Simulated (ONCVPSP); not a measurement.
# What one change does to a pseudopotential (Pd, ONCV)

ONCVPSP 4.0.1 input, shortened (lines: element, Z, core and valence counts, functional; n l f; lmax; l rc ep ncon nbas qcut; lloc lpopt rc5 dvloc0; l nproj debl; icmod fcfact rcfact), PBEsol, scalar-relativistic:

```
  Pd 46.00    6    3  -116133      upf
    1    0    2.00
    2    0    2.00
    2    1    6.00
    3    0    2.00
    3    1    6.00
    3    2   10.00
    4    0    2.00
    4    1    6.00
    4    2   10.00
    2
    0    1.45    0.00    4    7    9.30
    1    1.60    0.00    3    6    7.20
    2    1.70    0.00    5   10   11.10
    4    5    1.00    1.00
    0    2    1.90
    1    2    3.80
    2    3    2.00
    3    3.75    1.20
```

In the s channel the program set the typed energies aside and used -3.133, 0.250 Ha.

All-electron outer shells of the reference configuration (PBEsol, scalar-relativistic, ld1.x):

| shell | level (eV) | outermost node (bohr) | outermost maximum (bohr) |
| --- | --- | --- | --- |
| 4s | -85.25 | 0.45 | 0.85 |
| 4p | -51.14 | 0.46 | 0.91 |
| 4d | -4.05 | 0.45 | 1.10 |

Change: s: qcut 12.3; p: qcut 9.5; d: qcut 14.7.

Cutoffs: the cutoffs (Ha) at which the residual kinetic energy of the hardest occupied pseudo-wave falls to 1 and 0.1 mHa per electron; they do not see the model core or the augmentation charge, which bear on the density cutoff. Errors are all-electron minus pseudo energies relative to the spin-unpolarised reference configuration.

Question: How do hardness, ghosts and transferability respond?

Answer: The potential gets harder (30 Ha and 37 Ha → 38 Ha and 45 Ha); a bound ghost appears in d, s, which as a rule spoils a file; of the 3 tests that both files solve, the error grows in 2 and shrinks in 0 by more than 15 % and 0.3 meV (median size 0.3 → 0.5 meV).

| quantity | base | changed |
| --- | --- | --- |
| cutoff, loose | 30 Ha | 38 Ha |
| cutoff, tight | 37 Ha | 45 Ha |
| loose cutoff by channel | s 30 Ha, p 18 Ha, d 30 Ha | s 38 Ha, p 17 Ha, d 29 Ha |
| bound ghosts | none | s, d |
| GHOST(+) flags under 300 eV | s at 237.5 eV | none |
| tests with a reliable result | 3 of 4 | 3 of 4 |
| error for 4s2 4p6 4d9, meV [ΔE 9.12 eV] | +0.1 | -0.5 |
| error for 4s2 4p6 4d8, meV [ΔE 29.94 eV] | -1.4 | -7.0 |
| error for 4s2 4p6 4d9.5, meV [ΔE 3.24 eV] | +0.3 | +0.1 |
| s: phases at 1.47 bohr within 0.05 rad from the reference energy up to (Ha; the scan ends near 5) | to the end of the scan | to the end of the scan |
| p: phases at 1.63 bohr within 0.05 rad from the reference energy up to (Ha; the scan ends near 5) | to the end of the scan | to the end of the scan |
| d: phases at 1.73 bohr within 0.05 rad from the reference energy up to (Ha; the scan ends near 5) | to the end of the scan | to the end of the scan |
| rms error of d²Exc/dni dnj with the model core, mHa | 0.73 | 1.10 |

 A true bound ghost makes a file unfit for plane-wave use even where its test errors are small: the radial tests pick states by their node count and pass the ghost by.
